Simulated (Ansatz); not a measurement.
Correlation energies of `[SiH3][N][GeH3]` radical by basis set

```tsv
atom	x (Å)	y (Å)	z (Å)
Si1	1.496	-0.455	-0.300
N2	-0.203	-0.522	-0.625
Ge3	-1.537	0.421	0.236
H4	1.955	0.752	0.449
H5	2.242	-0.536	-1.582
H6	1.789	-1.663	0.524
H7	-2.082	1.406	-0.811
H8	-1.039	1.190	1.477
H9	-2.620	-0.593	0.632
```

Total charge 0; spin multiplicity 2. Correlated methods include outer-core shells of Ge, which these sets cover unevenly. Scalar relativity is left out up to krypton. All single points use the PBE0-D4/def2-TZVP geometry. Frozen core, unrestricted reference, Ansatz 0.2.0.

| basis | HF (Eh) | MP2 corr. | CCSD corr. | (T) | CCSD(T) total |
| --- | --- | --- | --- | --- | --- |
| def2-SVP | -2421.80667 | -0.46772 | -0.51328 | -0.01358 | -2422.33353 |
| def2-TZVPP | -2422.24770 | -0.55724 | -0.60417 | -0.02082 | -2422.87269 |
| def2-QZVPP | -2422.30228 | -0.84325 | – | – | – |
